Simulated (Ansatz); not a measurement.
Pulling on the B1–H3 bond in ammonia borane (SMILES [BH3-][NH3+]) (multiplicity 1 held, fragments rigid). Energies count from the point at 1.208 Å.
Geometry at that point (charge 0, multiplicity 1):
```json
[
 {"atom": "B", "x (Å)": "-0.9203", "y (Å)": "0.1316", "z (Å)": "-0.0195"},
 {"atom": "N", "x (Å)": "0.7209", "y (Å)": "-0.1031", "z (Å)": "0.0153"},
 {"atom": "H", "x (Å)": "-1.3246", "y (Å)": "-0.6219", "z (Å)": "-0.8730"},
 {"atom": "H", "x (Å)": "-1.0623", "y (Å)": "1.2986", "z (Å)": "-0.2980"},
 {"atom": "H", "x (Å)": "-1.2988", "y (Å)": "-0.1498", "z (Å)": "1.0928"},
 {"atom": "H", "x (Å)": "0.9452", "y (Å)": "-1.0672", "z (Å)": "0.2439"},
 {"atom": "H", "x (Å)": "1.1584", "y (Å)": "0.4938", "z (Å)": "0.7113"},
 {"atom": "H", "x (Å)": "1.1375", "y (Å)": "0.1100", "z (Å)": "-0.8865"}
]
```

Signs of static correlation in cc-pVTZ, with CASSCF(2,2), from Ansatz (a first-principles code) runs.

```csv
R (Å),T1 of restricted CCSD,⟨S²⟩ of UHF,largest double amplitude of restricted CCSD,weight of the CASSCF reference in MRCISD,CASSCF natural occupations
0.967,0.008,0.000,0.028,0.904,1.99 0.01
1.087,0.008,0.000,0.028,0.904,1.99 0.01
1.208,0.008,0.000,0.028,0.904,1.98 0.02
1.329,0.008,0.000,0.029,0.904,1.98 0.02
1.450,0.009,0.000,0.032,0.904,1.97 0.03
1.631,0.010,0.000,0.060,0.904,1.95 0.05
1.812,0.013,0.000,(withheld),0.904,1.93 0.07
2.114,0.020,0.201,(withheld),0.905,1.89 0.11
2.416,0.031,0.604,0.219,0.905,1.82 0.18
2.779,0.049,0.834,0.300,0.905,1.70 0.30
3.262,0.083,0.951,0.489,0.906,1.48 0.52
3.866,0.131,0.993,0.779,0.906,1.25 0.75
```

### Question
Fill in the missing entries.

### Answer

- 1.812, largest double amplitude of restricted CCSD: 0.091
- 2.114, largest double amplitude of restricted CCSD: 0.151

Doubts at one or more of the structures used: a restricted determinant that unrestricted orbitals would lower (R-CCSD(T)/cc-pVTZ); other coupled-cluster roots lie near (R-CCSD(T)/cc-pVTZ); T1 above 0.05 (R-CCSD(T)/cc-pVTZ, U-CCSD(T)/cc-pVTZ); a spin-contaminated determinant (U-CCSD(T)/cc-pVTZ).
